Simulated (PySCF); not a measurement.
C3H7BSi.
Structure used (PBE0-D3(BJ)/def2-SVP), in Å, numbered top down from 1:
```
atom  x, y, z in Å
B1    -2.1616    0.7621    0.6364
Si2   -1.2154   -0.5216   -0.5890
C3     0.3872   -0.8257    0.3609
C4     1.5072   -0.2148    0.0615
C5     2.6088    0.4055   -0.2758
H6    -2.6512    0.3613    1.6674
H7    -2.1613    1.9548    0.4403
H8    -1.9387   -1.8229   -0.7574
H9    -0.8756    0.0242   -1.9377
H10    0.3700   -1.4971    1.2307
H11    2.8575    1.3856    0.1435
H12    3.3149   -0.0418   -0.9829
```

Computed with PySCF 2.14.0, PBE0-D3(BJ)/def2-SVP geometry optimisation, gas phase.

Take the most abundant isotopes and a rigid rotor. The values belong to one conformer with, in the numbering `[BH2:1][SiH2:2][CH:3]=[C:4]=[CH2:5]`, H–B1–Si2–C3 -74° and 99°, B1–Si2–C3–C4 -100°.

Q: Give the principal moments of inertia and the rotational constants in MHz.

A: Ia = 59.54, Ib = 259.25, Ic = 278.90 u·Å²; 505379 MHz·u·Å²/I gives A = 8488, B = 1949, C = 1812 MHz.

Q: What kind of rotor is it?

A: A near-prolate asymmetric top; Ray's κ = -0.959.

Q: Is it planar, by Δ = Ic − Ia − Ib?

A: Not planar: Δ = Ic − Ia − Ib = -39.89 u·Å². For a rigid frame Δ = −2 Σ m c², so Σ m c² = 19.94 u·Å² lies off the ab plane: 8.96 from hydrogen and 10.99 from heavier atoms. The atom farthest from that plane is 1.85 Å away.

Q: Give the other two planar moments, Paa and Pbb, and the rms extents of the mass along the axes.

A: Paa = Σ m a² = (Ib + Ic − Ia)/2 = 239.30 and Pbb = Σ m b² = (Ia + Ic − Ib)/2 = 39.60 u·Å². With the mass M = 82.04 u, the rms extents √(P/M) along a, b and c are 1.71, 0.69, 0.49 Å.

Q: Where do the levels up to J = 5 lie, in MHz?

A: Above 0(0,0):
J = 1: 1(0,1) 3761, 1(1,1) 10300, 1(1,0) 10438
J = 2: 2(0,2) 11282, 2(1,2) 17686, 2(1,1) 18098, 2(2,1) 37715, 2(2,0) 37717
J = 3: 3(0,3) 22558, 3(1,3) 28763, 3(1,2) 29587, 3(2,2) 48999, 3(2,1) 49010, 3(3,1) 82038, 3(3,0) 82038
J = 4: 4(0,4) 37583, 4(1,4) 43530, 4(1,3) 44903, 4(2,3) 64043, 4(2,2) 64075, 4(3,2) 97088, 4(3,1) 97088, 4(4,1) 143337, 4(4,0) 143337
J = 5: 5(0,5) 56347, 5(1,5) 61985, 5(1,4) 64045, 5(2,4) 82846, 5(2,3) 82921, 5(3,3) 115903, 5(3,2) 115903, 5(4,2) 162149, 5(4,1) 162149, 5(5,1) 221613, 5(5,0) 221613
The levels of one J sum to (2J + 1)J(J + 1)(A + B + C)/3.

Q: Predict some low-J microwave lines.

A: The dipole components are |μa| = 0.29 D, |μb| = 0.25 D, |μc| = 0.11 D. Intensities carry the squares of the components, which stand as 1.00 : 0.78 : 0.15 (a : b : c). Some of the stronger lines:

```tsv
type	branch	J(Ka,Kc)	MHz	lower level (cm⁻¹)
c	Q	3(1,3) ← 3(0,3)	6205	0.752
b	R	1(1,1) ← 0(0,0)	10300	0.000
c	R	1(1,0) ← 0(0,0)	10438	0.000
a	R	3(2,2) ← 2(2,1)	11284	1.258
c	R	2(1,1) ← 1(0,1)	14337	0.125
a	R	4(2,3) ← 3(2,2)	15044	1.634
a	R	4(3,2) ← 3(3,1)	15050	2.736
a	R	4(2,2) ← 3(2,1)	15066	1.635
b	R	3(1,3) ← 2(0,2)	17481	0.376
c	R	3(1,2) ← 2(0,2)	18305	0.376
b	Q	2(2,0) ← 2(1,1)	19619	0.604
b	Q	3(3,1) ← 3(2,2)	33039	1.634
b	R	4(2,3) ← 3(1,2)	34456	0.987
b	R	4(2,2) ← 3(1,3)	35312	0.959
c	R	3(3,1) ← 2(2,1)	44324	1.258
b	R	3(3,0) ← 2(2,1)	44324	1.258
b	R	4(4,1) ← 3(3,0)	61299	2.736
```

Q: Estimate the classical rotational partition function at 10 K, 100 K and 500 K.

A: Point group C1, symmetry number σ = 1; q = (√π/σ)·√((kT/h)³/(ABC)), k/h = 20836.6 MHz/K: 974 at 10 K, 30800 at 100 K, 344000 at 500 K.

No frequency check. These are rigid-rotor constants of the computed structure; measured ground-state constants (B0) also hold zero-point vibration. Quadrupole hyperfine structure (11B) is left out.
